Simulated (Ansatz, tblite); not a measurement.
Removing and adding an electron: B4O10H8, a hydroxylated oxide cluster. The state is a singlet with charge 0. Geometry: PBE-D4/def2-SVP. Ansatz, gas phase; energy differences of separate SCF runs; the oxidised species was run as a doublet alone; the reduced species was run as a doublet alone.

Cartesian coordinates in Å:
```
B -0.066 -0.545 1.091
B 0.821 0.930 -0.771
B 2.740 1.138 0.800
B -2.814 -0.649 -1.614
O 3.323 2.108 1.581
O 3.016 -0.217 0.866
O 0.247 0.315 2.114
O -0.719 -1.764 1.231
O 0.373 1.369 -1.973
O 0.203 -0.205 -0.205
O 1.853 1.576 -0.153
O -3.885 -0.143 -2.305
O -1.562 -0.661 -2.238
O -3.042 -1.115 -0.346
H 3.972 1.767 2.217
H 3.661 -0.454 1.553
H -0.048 0.036 2.996
H -0.949 -2.011 2.142
H -0.394 0.829 -2.282
H -3.607 0.158 -3.187
H -0.867 -0.957 -1.608
H -2.256 -1.504 0.092
```

The xTB rows come from tblite. In the singlet geometry the species has come apart into loosely held pieces. In the doublet geometry the species has come apart into loosely held pieces.

```tsv
level	−HOMO (eV)	vertical IE (eV)	−LUMO (eV)	vertical EA (eV)	HOMO–LUMO gap (eV)	IE − EA (eV)	remarks
GFN1-xTB	13.30	15.85	5.03	2.27	8.28	13.58	–
GFN2-xTB	12.07	14.53	5.12	2.19	6.95	12.34	–
HF/def2-SVP	–	10.69	–	-2.86	–	13.54	HOMO above zero (-1 doublet)
PBE-D4/def2-SVP	6.76	–	0.80	-1.16	5.96	–	HOMO above zero (-1 doublet)
PBE0-D4/def2-SVP	8.59	10.54	-0.13	-1.52	8.72	12.06	HOMO above zero (-1 doublet)
```

Run but left out: PBE-D4/def2-SVP (charge +1 doublet: an occupied level 0.14 eV above an empty one).   A HOMO above zero means that the electron is unbound at that level or that self-interaction error raises the level; the energy of removing that electron tells which. Raw xTB energy differences between charge states are shifted by several eV; the methods need an empirical correction for them. Sets without diffuse functions give affinities that are too small. A negative affinity means that the extra electron isn't bound; its size then hangs on the basis.
